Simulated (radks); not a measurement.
The numbers below are computed, except where a source is named.
Dynamic dipole polarisability and lines of the magnesium ion Mg9+, [He] 2s1. Level of theory: non-relativistic Kohn-Sham, LB94 model potential, spin-polarised, spherical densities, point nucleus; open shells are filled with parallel spins first (a radial shooting solver on a logarithmic mesh with Libxc functionals). Time-dependent linear response with the Hartree and adiabatic LDA kernel, continuum included through the Sternheimer equations. Lines are the poles of the dipole polarisability below minus the highest occupied eigenvalue, found on a grid refined at the orbital gaps; the lowest seven at most are given, and weak or close lines can be missed. The first line takes the name of the lowest orbital gap if no other gap lies below it; otherwise a line is named after a gap within 0.6 % of it, if that gap stands alone.

| photon energy (eV) | alpha (bohr^3) |
|---|---|
| 0 | 0.2276 |
| 5.992 | 0.2521 |
| 29.960 | -0.1360 |
| 53.928 | -0.02151 |
| 77.897 | -0.003939 |
| 101.86 | 0.002936 |
| 125.83 | 0.007340 |
| 149.80 | 0.01189 |
| 173.77 | 0.01989 |
| 197.74 | 0.05487 |
| 221.71 | -0.04767 |
| 245.67 | -0.01046 |
| 269.64 | 0.006354 |
| 293.61 | -0.008510 |
| 317.58 | -0.007594 |
| 341.55 | -0.002669 |

Lines (eV, oscillator strength): 18.902 (65.59 nm, 2s-2p), f = 0.106; 209.87 (5.908 nm, unassigned), f = 0.352; 278.88 (4.446 nm, 2s-4p), f = 0.0863; 310.03 (3.999 nm, 2s-5p), f = 0.0359; 326.88 (3.793 nm, 2s-6p), f = 0.0187; 337.04 (3.679 nm, unassigned), f = 0.0111; 343.62 (3.608 nm, unassigned), f = 0.00716. Higher lines, where found, are left out when the end of the mesh affects them. Those listed give 99 % of the static polarisability (sum of f/w^2). Orbital energy gaps for comparison: 2s-2p 17.440 eV; 2s-3p 211.48 eV; 2s-4p 279.39 eV; 2s-5p 310.27 eV; 2s-6p 327.02 eV. At laser wavelengths: 1550 nm 0.2280, 1064 nm 0.2285, 780 nm 0.2292, 532 nm 0.2310, 355 nm 0.2354, 266 nm 0.2418, 193 nm 0.2563 bohr^3.
